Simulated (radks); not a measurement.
Initial-state core-level shifts of neutral magnesium when its valence configuration changes from [Ne] 3s2. Calculated with a radial shooting solver on a logarithmic mesh with Libxc functionals: non-relativistic Kohn-Sham, TPSS, spin-unpolarised, spherical densities, point nucleus; meta-GGA in the generalised Kohn-Sham scheme. Shifts are changes of the shell-averaged eigenvalues in eV (positive: less bound); the change of the density at the nucleus, which sets a Mossbauer isomer shift, is in e/bohr^3, on a base of 1095.

valence	1s	2s	2p	density at nucleus
3s1 3p1	-2.130	-2.078	-2.070	-1.3192
3s1.5 3p0.5	-1.098	-1.073	-1.069	-0.6266
3p2	-4.085	-3.981	-3.963	-2.8229
3s0.5 3p1.5	-3.122	-3.045	-3.032	-2.0544
